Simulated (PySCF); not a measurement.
Selenium dioxide, O₂Se, SMILES O=[Se]=O, point group C2v.

Force field and properties: PBE0/pcSseg-2 (PySCF, grid level 2). Vibrational terms come from second-order perturbation theory with semi-diagonal cubic constants, by steps of ±0.6 along the normal coordinates of each isotopologue. The parent has the commonest isotopes.

Equilibrium geometry (Å):

```tsv
atom	x	y	z
O1	-1.1855	-0.6358	0.1752
Se2	-0.1106	0.3760	-0.4423
O3	1.3420	0.2496	0.2168
```

How much do zero-point and thermal motion change the parent's shieldings?


| atom | σe (ppm) | anharmonic part, 0 K | harmonic part, 0 K | Δσ at 0 K | Δσ at 298.15 K | Δσ at 400 K |
| --- | --- | --- | --- | --- | --- | --- |
| O1 | -615.28 | -10.93 | -9.26 | -20.19 | -23.00 | -24.92 |
| Se2 | -443.25 | -16.25 | -10.22 | -26.47 | -29.80 | -32.18 |

And the bond lengths, in the parent and with ¹⁸O at 1?


```
  bond  re (Å)  ⟨r⟩ at 0 K  between mean positions  ⟨r⟩, labelled
O1–Se2  1.6001      1.6040                  1.6035         1.6039
```

Spin–orbit effects of the heavy atoms on shieldings are missing.

The study (55 SCF points, 135 basis functions) took 5.3 min on 1 thread of Arm Neoverse V1 (shared host) (rough), peak memory 0.67 GiB, launched as `OMP_NUM_THREADS=1 python ens_run.py task.json out`.
